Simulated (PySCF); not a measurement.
This PySCF input asks for the NMR shieldings of SMILES C=CCN[SiH2][SiH2]N, C3H12N2Si2; the geometry comes from GFN2-xTB.

```python
import basis_set_exchange as bse
import numpy as np
from pyscf import gto, dft
from pyscf.prop import nmr

atoms = """
C    -3.769289    0.649452    0.350530
C    -2.616442    0.043256    0.562178
C    -1.752944   -0.546390   -0.511425
N    -0.419017    0.011103   -0.510149
Si    0.841681   -0.600435    0.489463
Si    2.689300    0.652878   -0.016471
N     4.000270   -0.215659    0.692745
H    -4.348849    1.076645    1.151460
H    -4.191309    0.732601   -0.638183
H    -2.200141   -0.027359    1.558248
H    -2.216185   -0.390178   -1.492844
H    -1.651840   -1.622306   -0.344852
H    -0.441417    1.000884   -0.705380
H     0.898323   -2.029207    0.123710
H     0.508012   -0.626041    1.932696
H     2.776255    1.967878    0.634751
H     2.884997    0.937083   -1.455192
H     4.917842    0.199423    0.681064
H     4.080949   -1.204377    0.520515
"""
names = dict.fromkeys(["C", "N", "Si", "H"], "pcSseg-1")
basis = {el: gto.basis.parse(bse.get_basis(n, elements=[el], fmt="nwchem")) for el, n in names.items()}
mol = gto.M(atom=atoms, basis=basis, charge=0, verbose=0)
mf = dft.RKS(mol, xc="PBE0")
mf.grids.level = 2
mf.grids.alignment = dft.numint.BLKSIZE   # the property module wants whole blocks of grid points
mf.conv_tol = 1e-9
mf.kernel()

calc = nmr.RKS(mf)   # GIAO
C = mf.mo_coeff
Co = C[:, mf.mo_occ > 0]
resp = mf.gen_response(singlet=True, hermi=2)
def vind(x):   # induced exchange potential for any number of trial vectors
    d = np.einsum("pi,xij,qj->xpq", C, 2 * x.reshape(-1, C.shape[1], Co.shape[1]), Co, optimize=True)
    return np.einsum("xpq,pi,qj->xij", resp(d - d.transpose(0, 2, 1)), C, Co, optimize=True).ravel()
mo1, _ = nmr.rhf.solve_mo1(calc, with_cphf=vind)
sigma = calc.kernel(mo1)
for i, s in enumerate(sigma):   # ppm
    print("%2d %-2s %9.2f" % (i, mol.atom_pure_symbol(i), np.trace(s) / 3))
```

Task: What are the results?

Result: 
```
 0 C      67.57
 1 C      39.03
 2 C     131.17
 3 N     240.85
 4 Si    404.89
 5 Si    402.68
 6 N     272.30
 7 H      26.51
 8 H      26.44
 9 H      25.29
10 H      28.19
11 H      28.31
12 H      32.22
13 H      26.91
14 H      26.50
15 H      26.69
16 H      26.54
17 H      31.95
18 H      32.19
```

These numbers come from an equivalent density-fitted implementation of the same equations, which agrees with the script to about 0.01 ppm for H and up to a few tenths of a ppm for heavy atoms, so last digits may differ.

Task: Turn these shieldings into chemical shifts. Referencing at the same level of theory: 13C (186.93 ppm), 29Si (349.16 ppm), 1H (31.72 ppm) against TMS; 15N (267.73 ppm) against NH3.

Result: Averaging equivalent atoms: C 1: 147.9; C 0: 119.4; C 2: 55.8; N 3: 26.9; N 6: -4.6; Si 5: -53.5; Si 4: -55.7; H 9: 6.42; H 8: 5.27; H 7: 5.21; H 15/16: 5.10; H 13/14: 5.01; H 10/11: 3.47; H 17/18: -0.35; H 12: -0.51 ppm. Experimental scales use liquid or dissolved standards, which lie at an offset from isolated NH3 (liquid NH3: subtract about 20 ppm).

Size and cost of the density-fitted run: 193 basis functions, 77 s wall time on 1 thread of an Intel Xeon, shared host; peak memory 0.85 GiB.
